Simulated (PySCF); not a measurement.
Compound: CH5Al2Cl3.
Atom-mapped SMILES: `[Cl:1][CH2:2][AlH-:3]1[Cl+:4][AlH2-:5][Cl+:6]1` (hydrogens: H7, H8 on C2; H9 on Al3; H10, H11 on Al5)

Cartesian coordinates in Å at the PBE0-D3(BJ)/def2-SVP level; atoms count from 1:
```xyz
11
CH5Al2Cl3 angstrom
Cl    -2.254    0.514   -2.185
C     -1.939   -0.276   -0.582
Al    -0.549    0.914    0.107
Cl     1.342    0.497   -1.130
Al     2.323   -0.576    0.675
Cl     0.449   -0.112    1.946
H     -2.889   -0.294   -0.029
H     -1.630   -1.312   -0.779
H     -0.688    2.454    0.387
H      2.331   -2.124    0.374
H      3.513    0.319    1.191
```

Theory: core-valence-separated Tamm–Dancoff BHandHLYP/aug-pcX-1 (pcseg-1 on H, def2-SVPD on Al, def2-SVPD on Cl) in PySCF, non-relativistic, gas phase, PBE0-D3(BJ)/def2-SVP geometry.

Computed carbon K-edge spectrum, Gaussian lines of 0.6 eV full width, highest printed point 100; it ends one width below the last computed root. No empirical shift is added; at this level the pattern usually sits a few eV under experiment.

```json
{"photon energy (eV)": "283.1", "absorption": "1"}
{"photon energy (eV)": "283.2", "absorption": "2"}
{"photon energy (eV)": "283.3", "absorption": "5"}
{"photon energy (eV)": "283.4", "absorption": "13"}
{"photon energy (eV)": "283.5", "absorption": "26"}
{"photon energy (eV)": "283.6", "absorption": "46"}
{"photon energy (eV)": "283.7", "absorption": "69"}
{"photon energy (eV)": "283.8", "absorption": "90"}
{"photon energy (eV)": "283.9", "absorption": "100"}
{"photon energy (eV)": "284.0", "absorption": "95"}
{"photon energy (eV)": "284.1", "absorption": "78"}
{"photon energy (eV)": "284.2", "absorption": "55"}
{"photon energy (eV)": "284.3", "absorption": "33"}
{"photon energy (eV)": "284.4", "absorption": "17"}
{"photon energy (eV)": "284.5", "absorption": "7"}
{"photon energy (eV)": "284.6", "absorption": "3"}
{"photon energy (eV)": "284.7", "absorption": "1"}
{"photon energy (eV)": "284.8", "absorption": "0"}
{"photon energy (eV)": "284.9", "absorption": "0"}
{"photon energy (eV)": "285.0", "absorption": "0"}
{"photon energy (eV)": "285.1", "absorption": "0"}
{"photon energy (eV)": "285.2", "absorption": "0"}
{"photon energy (eV)": "285.3", "absorption": "0"}
{"photon energy (eV)": "285.4", "absorption": "0"}
{"photon energy (eV)": "285.5", "absorption": "0"}
{"photon energy (eV)": "285.6", "absorption": "0"}
{"photon energy (eV)": "285.7", "absorption": "0"}
{"photon energy (eV)": "285.8", "absorption": "1"}
{"photon energy (eV)": "285.9", "absorption": "2"}
{"photon energy (eV)": "286.0", "absorption": "3"}
{"photon energy (eV)": "286.1", "absorption": "6"}
{"photon energy (eV)": "286.2", "absorption": "10"}
{"photon energy (eV)": "286.3", "absorption": "13"}
{"photon energy (eV)": "286.4", "absorption": "17"}
{"photon energy (eV)": "286.5", "absorption": "22"}
{"photon energy (eV)": "286.6", "absorption": "28"}
{"photon energy (eV)": "286.7", "absorption": "37"}
{"photon energy (eV)": "286.8", "absorption": "49"}
{"photon energy (eV)": "286.9", "absorption": "64"}
{"photon energy (eV)": "287.0", "absorption": "77"}
{"photon energy (eV)": "287.1", "absorption": "84"}
{"photon energy (eV)": "287.2", "absorption": "85"}
{"photon energy (eV)": "287.3", "absorption": "78"}
{"photon energy (eV)": "287.4", "absorption": "65"}
{"photon energy (eV)": "287.5", "absorption": "49"}
{"photon energy (eV)": "287.6", "absorption": "33"}
{"photon energy (eV)": "287.7", "absorption": "21"}
{"photon energy (eV)": "287.8", "absorption": "13"}
{"photon energy (eV)": "287.9", "absorption": "8"}
```

Problem. Where are the maxima, and which lines make them up?

Solution. 2 maxima:
- 283.9 eV: C2 (sp3 C–Cl carbon), 283.92 eV, f = 0.064, 100 % of the height at the exact maximum
- 287.2 eV: C2 (sp3 C–Cl carbon), 287.03 eV, f = 0.030, 49 % of the height at the exact maximum; C2 (sp3 C–Cl carbon), 287.30 eV, f = 0.029, 46 % of the height at the exact maximum

Further lines of some strength in the range: C2, 286.42 eV, f = 0.008.

Roots within 0.03 eV on the same or equivalent atoms count as one line; shares under 12 % aren't listed.

Vibrational structure and lifetime widths aren't in the curve. The ionisation threshold wasn't computed; near and above it a finite basis only mimics Rydberg series and continuum.

One conformer stands for the species.
